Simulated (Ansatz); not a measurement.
`[SiH3][O][GaH][SiH3]` → `[SiH3][O][GaH2]` + `[SiH2]` at 600 K and 1 bar (silylene loss).

Program: Ansatz. Geometries: PBE0-D4/def2-TZVP. ΔE: electronic, gas phase. CCSD(T)/CBS is the MP2 limit (def2-TZVPP, def2-QZVPP) plus CCSD(T) − MP2 in def2-TZVPP, frozen cores. This one scheme is used for every species. For Ga outer-core shells are correlated without core-valence functions, which leaves a few kJ/mol of doubt a bond. Scalar relativity is left out up to krypton. One conformer a species, not always the lowest.

| species | CCSD(T)/CBS energy (Eh) | H − E (kJ/mol) | S (J/(mol·K)) |
| --- | --- | --- | --- |
| `[SiH3][O][GaH][SiH3]` | -2581.53641 | 231.7 | 503.1 |
| `[SiH3][O][GaH2]` | -2291.24790 | 163.6 | 406.9 |
| `[SiH2]` | -290.19011 | 52.1 | 233.9 |

H − E and S are ideal-gas, rigid-rotor, harmonic terms from PBE0-D4/def2-TZVP, for one conformer and one mirror image of each species. 1 Eh = 2625.50 kJ/mol, R = 8.31446 J/(mol·K).

Problem. By hand: ΔE, ΔH, ΔS and ΔG.

Solution. ΔE = (-2291.24790) + (-290.19011) − (-2581.53641) = 0.09840 Eh = 258.3 kJ/mol. Δ(H − E) = 163.6 + 52.1 − 231.7 = -16.0, so ΔH = 242.3 kJ/mol. ΔS = 406.9 + 233.9 − 503.1 = 137.7 J/(mol·K). ΔG = 242.3 − 600 × (137.7)/1000 = 159.7 kJ/mol.

Problem. By hand: the equilibrium constant, and the temperature at which ΔG would vanish if ΔH and ΔS stayed fixed.

Solution. log₁₀ K = −ΔG/(RT ln 10) = -13.9. ΔG = 0 at ΔH/ΔS = 1760 K.

The number of gas molecules changes by +1, which sets the sign of ΔS. A doubt of 5 kJ/mol in ΔE shifts log₁₀ K by 0.4 here. Other conformers and mirror images would add mixing entropy, several J/(mol·K) or more a flexible species. Modes under 60 cm⁻¹, often nearly free rotors, make the harmonic entropy too high. These are equilibria of isolated gas molecules and say nothing of rates. Largest T1 diagnostic: 0.014 (customary marks: 0.02 for closed shells, 0.045 for open ones).
